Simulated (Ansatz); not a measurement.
`[BH2][GeH]1[O]C[O]1` + `C=C(O)F` → `B/C=C(/O)F` + `C1[O][GeH2][O]1`  (formal exchange of groups at a B–Ge bond)

Computed with Ansatz on PBE0-D4/def2-TZVP structures; ΔE is electronic, products minus reactants. CBS: MP2 limit from def2 TZ/QZ plus the TZ coupled-cluster correction, frozen cores. DFT in def2-TZVPP. B3LYP here is the variant with VWN-RPA as its local correlation; programs differ in this. For Ge outer-core shells are correlated without core-valence functions, which leaves a few kJ/mol of doubt a bond. Scalar relativity is left out up to krypton. Each species was taken in one conformer, which may not be the lowest.

```csv
level,ΔE (kJ/mol),difference from CCSD(T)/CBS
PBE-D4,-68.8,-8.9
r2SCAN-D4,-72.7,-12.8
PBE0-D4,-67.8,-7.9
B3LYP-D4,-66.7,-6.8
ωB97X-V,-64.1,-4.2
ωB97M-V,-68.4,-8.5
B2PLYP,-68.0,-8.1
PBE,-69.0,-9.1
r2SCAN,-72.8,-12.9
PBE0,-68.0,-8.1
B3LYP,-66.9,-7.0
HF/def2-TZVPP,-63.4,-3.5
MP2/def2-TZVPP,-69.2,-9.3
SCS-MP2/def2-TZVPP,-65.1,-5.2
CCSD/def2-TZVPP,-59.2,0.7
CCSD(T)/def2-TZVPP,-61.7,-1.8
HF/def2-QZVPP,-64.8,-4.9
MP2/def2-QZVPP,-68.6,-8.7
SCS-MP2/def2-QZVPP,-64.8,-4.9
HF/CBS(def2),-64.9,-5.0
MP2/CBS(def2),-67.4,-7.5
CCSD/CBS(def2),-57.4,2.5
CCSD(T)/CBS,-59.9,0
```

Largest T1 diagnostic among the species: 0.013.
